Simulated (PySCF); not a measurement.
## Dipole polarisabilities along group 13

Calculated with PySCF 2.14 for the ground configurations, without spin-orbit coupling: coupled response for Hartree-Fock and DFT, finite fields for MP2 and CCSD(T), with B 1s2; Al [Ne]; Ga [Ar] 3d10 frozen. Mean α in bohr³, C₆ of like pairs in atomic units.

```
                                                                                                species  α UHF  α PBE  α PBE0  α MP2  α CCSD(T)  α recommended (Schwerdtfeger and Nagle)  C₆ UHF  C₆ PBE  C₆ PBE0
      B [He] 2s2 2p1 (x2c-QZVPPall with one added diffuse shell each of s, p, d, f type, spin-free X2C)  22.17  23.71   22.57  19.56      20.57                               20.5 ± 0.1   106.0   116.5    109.9
     Al [Ne] 3s2 3p1 (x2c-QZVPPall with one added diffuse shell each of s, p, d, f type, spin-free X2C)  61.27  65.40   62.30  59.92      58.27                                 57.8 ± 1   554.5   581.4    553.5
Ga [Ar] 3d10 4s2 4p1 (x2c-QZVPPall with one added diffuse shell each of s, p, d, f type, spin-free X2C)  57.63  61.51   58.01  56.52      55.77                                   50 ± 3   509.6   521.0    494.0
In [Kr] 4d10 5s2 5p1 (x2c-QZVPPall with one added diffuse shell each of s, p, d, f type, spin-free X2C)  74.53  80.12   75.02    n/a        n/a                                   65 ± 4   806.3   824.2    778.8
```

Hartree-Fock lacks correlation. PBE lies above the recommended values here, as self-interaction makes its density too diffuse. MP2 and CCSD(T) carry the error of the frozen core. All values carry a basis error, and heavy open shells lack spin-orbit coupling.
